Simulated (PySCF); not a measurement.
**`C=N[Si@@](N)(P)CC`: 4 charge schemes on one density**

C3H11N2PSi.
Z-matrix (Å and degrees, GFN2-xTB geometry), rows numbered from 1:
```
C 
N   1  1.2486
Si  2  1.7478  1  127.63
N   3  1.7314  2  110.42  1  -130.38
P   3  2.2661  2  109.33  1    -7.90
C   3  1.9033  2  106.70  1   111.52
C   6  1.5217  3  111.61  2   -70.27
H   1  1.0976  2  124.01  3     0.53
H   1  1.0866  2  119.46  3  -179.60
H   4  1.0076  3  117.21  2   -63.72
H   4  1.0077  3  117.66  2    69.72
H   5  1.3801  3   94.98  2   167.95
H   5  1.3828  3   94.76  2   -99.53
H   6  1.0894  3  109.32  2   168.29
H   6  1.0885  3  109.60  2    51.25
H   7  1.0889  6  111.19  3  -175.92
H   7  1.0901  6  110.41  3   -55.66
H   7  1.0879  6  110.38  3    63.78
```

Density: PBE0/pcSseg-1 (PySCF); schemes: Mulliken, IAO, Hirshfeld and ESP-fitted. The structure is a single GFN2-xTB conformer in the gas phase; no vibrational or solvent corrections.

Q: What partial charge does each atom carry?

A: In e; atoms taken as equivalent share a row and are averaged (×n: the atom named and its like, n in all):

```csv
atom,environment,Mulliken,IAO,Hirshfeld,ESP-fitted
C1,C=N carbon,+0.029,-0.080,+0.020,+0.427
N2,C=N nitrogen,-0.543,-0.535,-0.247,-0.704
Si3,four-coordinate silicon,+0.890,+1.089,+0.391,+0.920
N4,silicon-bound nitrogen,-0.608,-0.836,-0.323,-1.251
P5,three-coordinate phosphorus,-0.288,-0.170,-0.038,-0.473
C6,sp3 carbon bound to silicon,-0.565,-0.546,-0.160,-0.042
C7,methyl carbon,-0.299,-0.407,-0.120,-0.278
H8,hydrogen on a C=N carbon,+0.113,+0.105,+0.031,-0.041
H9,hydrogen on a C=N carbon,+0.114,+0.139,+0.048,-0.003
H10/H11,N–H hydrogen,+0.194,+0.262,+0.115,+0.450
H12/H13,P–H hydrogen,+0.060,+0.002,-0.009,+0.133
H14,methylene hydrogen,+0.143,+0.149,+0.038,+0.022
H15,methylene hydrogen,+0.143,+0.150,+0.040,+0.037
H16/H17/H18,methyl hydrogen,+0.121,+0.138,+0.036,+0.073
```

Mean size of the charges over all atoms: ESP-fitted 0.310 e, IAO 0.286 e, Mulliken 0.256 e, Hirshfeld 0.101 e. Each set sums to the total charge, 0, to within 0.001 e. The ESP scheme fits charges at the nuclei, held to the total charge, to the electrostatic potential on points at 1.4 to 2.0 times the van der Waals radii. The IAO scheme projects the occupied orbitals on a minimal set of polarised atomic orbitals and counts the electrons in each atom's part of it.

Lowest charge. All schemes agree: Mulliken N4 (-0.608); IAO N4 (-0.836); Hirshfeld N4 (-0.323); ESP-fitted N4 (-1.251).

Highest charge. All schemes agree: Mulliken Si3 (+0.890); IAO Si3 (+1.089); Hirshfeld Si3 (+0.391); ESP-fitted Si3 (+0.920).

Q: How closely do the schemes follow one another over all atoms?

A: Correlation coefficient and root-mean-square difference: IAO with Hirshfeld 0.99, 0.259 e; Mulliken with IAO 0.98, 0.091 e; Mulliken with Hirshfeld 0.97, 0.205 e; Hirshfeld with ESP-fitted 0.90, 0.335 e; IAO with ESP-fitted 0.85, 0.240 e; Mulliken with ESP-fitted 0.85, 0.250 e.

Q: Sum the charges by element, for elements with more than one atom.

A: 
```csv
element,atoms,Mulliken,IAO,Hirshfeld,ESP-fitted
C,3,-0.835,-1.034,-0.260,+0.108
N,2,-1.151,-1.372,-0.569,-1.955
H,11,+1.384,+1.486,+0.476,+1.400
```
